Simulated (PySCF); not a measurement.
## Bromine: a sound run and one with changed settings

Sound run: Br [Ar] 3d10 4s2 4p5, Br⁺ [Ar] 3d10 4s2 4p4. Calculation: PySCF 2.14, in cc-pVDZ-DK (5s4p2d, 27 functions); scalar relativity by spin-free X2C-1e. In the sound run the correlated levels freeze [Ar] 3d10. The sound run starts from symmetry-adapted Hartree-Fock orbitals and uses a fine grid where one is needed.

Changed run: initial guess minao, at most 50 SCF cycles, level shift 0.5 hartree.

```tsv
species	method	sound run (hartree)	changed run (hartree)	converged
Br	UHF	-2604.29841	-2604.29841	yes
Br	MN15	-2607.77900	-2607.77900	yes
Br	LDA	-2602.35833	-2602.35833	yes
Br	MP2	-2604.39056	-2604.36403	yes
Br	CCSD(T)	-2604.40532	-2604.40532	yes
Br⁺	UHF	-2603.90303	-2603.90303	yes
Br⁺	MN15	-2607.34998	-2607.34998	yes
Br⁺	LDA	-2601.91597	-2601.91597	yes
Br⁺	MP2	-2603.97470	-2603.95394	yes
Br⁺	CCSD(T)	-2603.99079	-2603.99079	yes
```

Ionisation energy of Br:

```
 method  sound run (eV)  changed run (eV)
    UHF          10.759            10.759
   MN15          11.674            11.674
    LDA          12.037            12.037
    MP2          11.316            11.159
SCS-MP2          11.292            11.143
   CCSD          11.279            11.279
CCSD(T)          11.280            11.280
```

A level shift leaves the converged SCF energy unchanged but raises the virtual orbital energies, which shrinks MP2 if it is not removed.

For comparison, NIST gives 11.814 eV between the lowest levels.
